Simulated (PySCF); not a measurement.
From one molecule to another.

First species: 3-aminophenol, C6H7NO.
Bonds: N1–C2, C2–C3 (aromatic), C3–C4 (aromatic), C4–C5 (aromatic), C5–C6 (aromatic), C6–O7, C6–C8 (aromatic), C2–C8 (aromatic). Hydrogens: H9, H10 on N1; H11 on C3; H12 on C4; H13 on C5; H14 on O7; H15 on C8.

Second species: C₆H₁₀N₄Si.
Cartesian coordinates in Å at the GFN2-xTB level; atoms count from 1:
```xyz
21
C6H10N4Si angstrom
C     -1.5064    1.5547    0.9437
Si    -0.7143    0.0058    0.1632
C     -1.4425   -0.3845   -1.5488
C     -0.7951   -1.4998    1.3206
C      1.1136    0.4172   -0.0905
N      1.7372    1.5743    0.2190
N      3.0331    1.5300   -0.0898
N      3.2927    0.3939   -0.5898
C      2.1552   -0.3454   -0.6211
C      2.0768   -1.6563   -1.1124
N      1.9726   -2.7290   -1.5040
H     -1.4199    2.4253    0.2992
H     -1.0590    1.8021    1.9026
H     -2.5646    1.3902    1.1180
H     -1.3401    0.4509   -2.2359
H     -0.9384   -1.2388   -1.9919
H     -2.4988   -0.6255   -1.4795
H     -0.3223   -1.3044    2.2790
H     -1.8234   -1.7891    1.5146
H     -0.2916   -2.3523    0.8734
H      1.3264    2.3976    0.6302
```

Levels: PBE0/pcSseg-1 for dipole moment, HOMO energy, LUMO energy and HOMO–LUMO gap; GFN2-xTB for rotational constant A and rotational constant C. Geometries: GFN2-xTB. All species are isolated and taken at one optimised geometry, non-relativistic unless stated. Electronic properties by PySCF.

Dipoles, sizes and rotational constants follow the conformer. The torsions of the flexible species, by atom-mapped SMILES:
- `[NH2:1][c:2]1[cH:3][cH:4][cH:5][c:6]([OH:7])[cH:8]1`: H–N1–C2–C3 22°, H–N1–C2–C3 162°, H–O7–C6–C5 1°
- `[CH3:1][Si:2]([CH3:3])([CH3:4])[c:5]1[nH:6][n:7][n:8][c:9]1[C:10]#[N:11]`: C1–Si2–C5–N6 0°

Q: Which of the two has the higher rotational constant A, and by how much?

A: The first: 3.791 GHz against 1.232 GHz, a difference of 2.559 GHz.

Q: Which of the two has the higher LUMO energy, and by how much?

A: The first: 0.20 eV against -1.21 eV, a difference of 1.41 eV.

Q: Which of the two has the higher HOMO–LUMO gap, and by how much?

A: The second: 6.73 eV against 6.04 eV, a difference of 0.69 eV.

Q: Which of the two has the higher dipole moment, and by how much?

A: The second: 6.99 D against 1.18 D, a difference of 5.81 D.

Q: Which has the higher rotational constant C?

A: The first: 1.240 GHz against 0.596 GHz, a difference of 0.644 GHz.

Q: Which of the two has the higher HOMO energy, and by how much?

A: The first: -5.84 eV against -7.94 eV, a difference of 2.10 eV.

On the first: The dipole equals about 3.9 × 10⁻³⁰ C·m (1 D = 3.33564 × 10⁻³⁰ C·m).

On the second: In atomic units the dipole is 2.75 e·bohr (1 au = 2.5417 D).
